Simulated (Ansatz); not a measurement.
This geometry of AlFH₃NTe (7 atoms, charge 0, multiplicity 1) is a first-order saddle point.

These are results of RKS PBE/def2-SVP (Ansatz 0.2.0), not measurements.

```xyz
7
Properties=species:S:1:pos:R:3
N -0.645 0.770 0.963
Al 0.567 -0.267 0.188
F 2.151 -0.093 0.723
Te -0.056 -1.971 -1.616
H -0.437 1.466 1.684
H -1.644 0.755 0.749
H 0.125 -0.727 -2.736
```

Which two structures does it join? (They come from a converged band through this point; their orientation in space is the band's.)

No bond is made or broken.

First end point:

```xyz
7
Properties=species:S:1:pos:R:3
N -0.746 0.881 1.043
Al 0.355 -0.041 0.003
F 2.005 0.032 0.322
Te -0.475 -1.456 -1.936
H -0.438 1.455 1.832
H -1.763 0.922 0.952
H 1.124 -1.861 -2.261
```

Last end point:

```xyz
7
Properties=species:S:1:pos:R:3
N -0.646 0.703 0.832
Al 0.799 -0.007 0.087
F 2.303 0.350 0.747
Te 0.758 -1.545 -1.931
H -0.624 1.310 1.654
H -1.606 0.571 0.510
H -0.923 -1.450 -1.945
```

How far does it lie above each of them?

0.112 eV above the first and 0.114 eV above the second. This is the barrier of this one path; another mechanism may lie lower.

Run time: 52 s on 2 threads of Intel(R) Xeon(R) Platinum 8488C (Sapphire Rapids), with other jobs on the host, peak memory 0.15 GiB.
